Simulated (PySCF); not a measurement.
Species: C4H12O4Si.
Atom-mapped SMILES: `[CH3:1][O:2][Si:3]([O:4][CH3:5])([O:6][CH3:7])[O:8][CH3:9]` (hydrogens: H10, H11, H12 on C1; H13, H14, H15 on C5; H16, H17, H18 on C7; H19, H20, H21 on C9)

Computed geometry: GFN2-xTB, gas phase.

(1) What internal coordinates does the optimisation give?

Answers

(1) 
```json
{"bond": "C1–O2 and 3 like bonds", "length (pm)": "140.5", "order": "single"}
{"bond": "O2–Si3 and 3 like bonds", "length (pm)": "162.5", "order": "single"}
{"bond": "C1–H10 and 11 like bonds", "length (pm)": "109.1", "order": "single"}
```

Bonds in one row agree within 1 pm and their mean is given. Orders are formal, as drawn. A selection of angles:
```json
{"angle": "O2–C1–H10", "degrees": "107.4"}
{"angle": "O2–C1–H11", "degrees": "110.5"}
{"angle": "H10–C1–H11", "degrees": "109.8"}
{"angle": "C1–O2–Si3", "degrees": "127.7"}
{"angle": "O2–Si3–O4", "degrees": "105.8"}
{"angle": "O2–Si3–O8", "degrees": "117.2"}
{"angle": "O6–C7–H17", "degrees": "110.5"}
```

Torsions: C1–O2–Si3–O4 46° (synclinal); O2–Si3–O4–C5 -169° (antiperiplanar); O2–Si3–O6–C7 -44° (synclinal); O2–Si3–O8–C9 -71° (synclinal). The mirror-image conformer, all signs reversed, is as good.

All 4 C–O bonds measure 1.405 to 1.406 Å. All 4 O–Si bonds measure 1.624 to 1.625 Å. Si3 (oxygen-bound silicon) is distorted tetrahedral (angles from 105.6° to 117.3°). Of the pairs four or more bonds apart, O2···H16 is among the closest relative to their van der Waals radii: 2.74 Å, 101 % of the sum of Bondi's values.

Point group: near S4, missed by 0.09 Å at most; the miss may be what the optimiser left on a soft mode (C2 holds within 0.08 Å). Not checked by GFN2-xTB frequencies. One conformer, not necessarily the lowest.
